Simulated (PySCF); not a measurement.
Compound: C₈H₁₅B.
Atom-mapped SMILES: `[BH:1]1[CH2:2][CH2:3][CH2:4][C@@H:5]1[CH:6]1[CH2:7][CH2:8][CH2:9]1` (hydrogens: H10 on B1; H11, H12 on C2; H13, H14 on C3; H15, H16 on C4; H17 on C5; H18 on C6; H19, H20 on C7; H21, H22 on C8; H23, H24 on C9)

Computed by this run: PBE0-D3(BJ)/def2-SVP geometry optimisation, gas phase (PySCF); density fitting, grid level 1; the optimiser is geomeTRIC in internal coordinates, started from a GFN2-xTB structure with every atom displaced at random (about 0.01 Å).

Step 3: E = -9199.1907 eV
```
atom  x, y, z in Å  |  force x, y, z in eV/Å
B1     -1.3925   -1.0179    0.6646   -0.012  -0.004  -0.034
C2     -2.8242   -0.5317    0.2541    0.003   0.040   0.019
C3     -2.6147    0.9082   -0.2396    0.031  -0.004   0.049
C4     -1.1981    0.9187   -0.8170   -0.009  -0.029   0.027
C5     -0.3673    0.0491    0.1428    0.000   0.037  -0.034
C6      1.0190   -0.3464   -0.3227   -0.016   0.045   0.086
C7      1.9512   -1.0617    0.6818   -0.004   0.016  -0.026
C8      3.1041   -0.1275    0.2607   -0.046   0.012   0.013
C9      2.0904    0.7608   -0.4889    0.027  -0.055  -0.078
H10    -1.1237   -2.0283    1.2719    0.010  -0.028   0.026
H11    -3.6504   -0.6849    0.9652   -0.001   0.011  -0.004
H12    -3.0579   -1.1898   -0.6122    0.001  -0.028  -0.017
H13    -3.3759    1.2541   -0.9555   -0.017  -0.001  -0.031
H14    -2.6591    1.5962    0.6230   -0.014   0.014   0.000
H15    -1.2039    0.4387   -1.8118    0.015  -0.007  -0.050
H16    -0.7909    1.9332   -0.9603   -0.015  -0.002   0.016
H17    -0.2546    0.6365    1.0914    0.016  -0.011   0.002
H18     0.9257   -0.9330   -1.2522    0.029  -0.013  -0.026
H19     1.6315   -0.9089    1.7248    0.001   0.030  -0.004
H20     2.1031   -2.1401    0.5329   -0.003  -0.038   0.014
H21     3.8267   -0.6140   -0.4101   -0.002  -0.021  -0.037
H22     3.6700    0.3510    1.0726    0.031   0.009   0.019
H23     1.8293    1.6768    0.0634   -0.014   0.004   0.043
H24     2.3507    1.0491   -1.5194   -0.011   0.020   0.025
```

Step 4: E = -9199.1940 eV
```
atom  x, y, z in Å  |  force x, y, z in eV/Å
B1     -1.3881   -1.0074    0.6736   -0.035   0.018  -0.056
C2     -2.8214   -0.5371    0.2507    0.011   0.011   0.029
C3     -2.6252    0.9004   -0.2529    0.038   0.012   0.053
C4     -1.2000    0.9272   -0.8105   -0.042  -0.017  -0.026
C5     -0.3689    0.0653    0.1524    0.016  -0.006   0.035
C6      1.0171   -0.3325   -0.3116   -0.041   0.041   0.075
C7      1.9477   -1.0590    0.6852    0.014   0.023  -0.040
C8      3.1099   -0.1458    0.2433   -0.056   0.022   0.028
C9      2.0963    0.7655   -0.4790    0.040  -0.083  -0.067
H10    -1.1129   -2.0132    1.2831    0.014  -0.049   0.047
H11    -3.6534   -0.6937    0.9542   -0.001   0.003  -0.004
H12    -3.0348   -1.2099   -0.6102   -0.010  -0.011  -0.023
H13    -3.3797    1.2286   -0.9844   -0.013  -0.004  -0.026
H14    -2.6969    1.5949    0.6032    0.005   0.007  -0.012
H15    -1.1888    0.4478   -1.8064    0.013   0.002  -0.032
H16    -0.8042    1.9463   -0.9512   -0.007   0.008   0.023
H17    -0.2596    0.6464    1.1061    0.019   0.008  -0.029
H18     0.9200   -0.9162   -1.2425    0.037  -0.013  -0.032
H19     1.6450   -0.8919    1.7310   -0.002   0.026  -0.003
H20     2.0788   -2.1406    0.5403   -0.006  -0.040   0.027
H21     3.8059   -0.6443   -0.4466   -0.003  -0.019  -0.039
H22     3.7035    0.3181    1.0438    0.038   0.002   0.016
H23     1.8546    1.6721    0.0962   -0.019   0.022   0.036
H24     2.3436    1.0674   -1.5084   -0.009   0.036   0.020
```

Step 5: E = -9199.1990 eV
```
atom  x, y, z in Å  |  force x, y, z in eV/Å
B1     -1.3847   -0.9932    0.6866   -0.026   0.021  -0.038
C2     -2.8191   -0.5470    0.2440    0.027  -0.034   0.011
C3     -2.6402    0.8858   -0.2758    0.017   0.031   0.021
C4     -1.2030    0.9386   -0.8020   -0.057   0.012  -0.090
C5     -0.3723    0.0887    0.1683    0.015  -0.085   0.109
C6      1.0148   -0.3100   -0.2902   -0.062   0.019   0.019
C7      1.9442   -1.0513    0.6942    0.035   0.004  -0.057
C8      3.1192   -0.1773    0.2087   -0.041   0.038   0.052
C9      2.1052    0.7744   -0.4585    0.038  -0.081  -0.023
H10    -1.1010   -1.9921    1.3046    0.008  -0.038   0.041
H11    -3.6605   -0.7079    0.9349    0.004  -0.008  -0.002
H12    -3.0026   -1.2407   -0.6088   -0.022   0.023  -0.016
H13    -3.3822    1.1851   -1.0331   -0.003  -0.004  -0.004
H14    -2.7533    1.5917    0.5665    0.023  -0.001  -0.013
H15    -1.1616    0.4646   -1.8010    0.002   0.011   0.006
H16    -0.8261    1.9659   -0.9330    0.003   0.011   0.025
H17    -0.2686    0.6636    1.1267    0.016   0.034  -0.055
H18     0.9180   -0.8893   -1.2250    0.039  -0.005  -0.016
H19     1.6746   -0.8526    1.7435   -0.007   0.022  -0.001
H20     2.0377   -2.1397    0.5660   -0.007  -0.019   0.041
H21     3.7600   -0.6961   -0.5196   -0.016  -0.008  -0.027
H22     3.7676    0.2569    0.9839    0.034  -0.014  -0.006
H23     1.8957    1.6601    0.1613   -0.017   0.022   0.013
H24     2.3269    1.1100   -1.4827   -0.003   0.048   0.009
```

Step 6: E = -9199.2036 eV
```
atom  x, y, z in Å  |  force x, y, z in eV/Å
B1     -1.3847   -0.9849    0.6963   -0.008   0.019  -0.005
C2     -2.8180   -0.5568    0.2350    0.027  -0.065  -0.014
C3     -2.6511    0.8723   -0.2973   -0.002   0.029  -0.014
C4     -1.2050    0.9455   -0.7970   -0.039   0.041  -0.102
C5     -0.3765    0.1044    0.1824    0.002  -0.122   0.125
C6      1.0131   -0.2919   -0.2682   -0.055   0.003  -0.035
C7      1.9441   -1.0406    0.7069    0.040  -0.024  -0.056
C8      3.1257   -0.2064    0.1714   -0.010   0.045   0.067
C9      2.1112    0.7833   -0.4352    0.027  -0.053   0.012
H10    -1.0966   -1.9773    1.3259   -0.003  -0.009   0.018
H11    -3.6677   -0.7215    0.9145    0.004  -0.014   0.003
H12    -2.9795   -1.2635   -0.6130   -0.026   0.043  -0.003
H13    -3.3814    1.1479   -1.0755    0.004   0.000   0.017
H14    -2.7963    1.5874    0.5321    0.031  -0.007  -0.005
H15    -1.1364    0.4807   -1.7994   -0.011   0.007   0.032
H16    -0.8432    1.9800   -0.9137    0.012   0.008   0.014
H17    -0.2779    0.6797    1.1404    0.006   0.044  -0.052
H18     0.9242   -0.8685   -1.2066    0.026   0.002   0.002
H19     1.7095   -0.8025    1.7567   -0.010   0.019  -0.001
H20     2.0019   -2.1352    0.6076   -0.003   0.004   0.041
H21     3.7021   -0.7431   -0.5976   -0.025   0.001  -0.012
H22     3.8333    0.1950    0.9128    0.022  -0.024  -0.024
H23     1.9315    1.6428    0.2308   -0.011   0.010  -0.006
H24     2.3060    1.1611   -1.4499    0.003   0.041  -0.001
```

Task: Estimate the geometry and energy of step 7. (The exact step hangs on the optimiser's Hessian estimate; all steps are aligned on step 6, rigid shifts and turns removed.)

Result: E = -9199.2077 eV, largest force 0.117 eV/Å
```
atom  x, y, z in Å  |  force x, y, z in eV/Å
B1     -1.3886   -0.9859    0.6986    0.014   0.008   0.025
C2     -2.8195   -0.5640    0.2257    0.013  -0.061  -0.035
C3     -2.6547    0.8649   -0.3089   -0.013   0.014  -0.037
C4     -1.2054    0.9454   -0.7975   -0.007   0.047  -0.055
C5     -0.3801    0.1061    0.1892   -0.008  -0.091   0.073
C6      1.0132   -0.2845   -0.2533   -0.023  -0.009  -0.061
C7      1.9482   -1.0296    0.7197    0.026  -0.039  -0.030
C8      3.1291   -0.2231    0.1446    0.014   0.033   0.055
C9      2.1127    0.7892   -0.4172    0.007  -0.004   0.027
H10    -1.1021   -1.9745    1.3378   -0.010   0.017  -0.009
H11    -3.6731   -0.7309    0.8997    0.003  -0.011   0.006
H12    -2.9759   -1.2703   -0.6239   -0.016   0.039   0.011
H13    -3.3799    1.1320   -1.0950    0.005   0.008   0.026
H14    -2.8100    1.5836    0.5151    0.023  -0.011   0.006
H15    -1.1234    0.4893   -1.8026   -0.016  -0.005   0.037
H16    -0.8483    1.9831   -0.9006    0.013   0.000  -0.005
H17    -0.2850    0.6894    1.1415   -0.005   0.030  -0.023
H18     0.9376   -0.8616   -1.1934    0.003   0.006   0.015
H19     1.7372   -0.7545    1.7658   -0.010   0.012  -0.001
H20     1.9847   -2.1281    0.6538    0.003   0.019   0.024
H21     3.6524   -0.7712   -0.6544   -0.023   0.006   0.001
H22     3.8818    0.1537    0.8543    0.005  -0.021  -0.028
H23     1.9495    1.6266    0.2819   -0.005  -0.005  -0.015
H24     2.2883    1.2032   -1.4214    0.007   0.017  -0.008
```

The energy changes by -0.0041 eV. The first-order estimate −F·Δx gives -0.0061 eV and the mean of the old and new forces, exact on a quadratic surface, -0.0039 eV. The step makes an angle of 83° with the force vector and moves no atom by more than 0.086 Å.

The cost below is that of the whole optimisation. Hardware: Arm Neoverse V1, one thread, shared host. Cost: 4.1 min of wall time, 0.94 GiB resident at most.
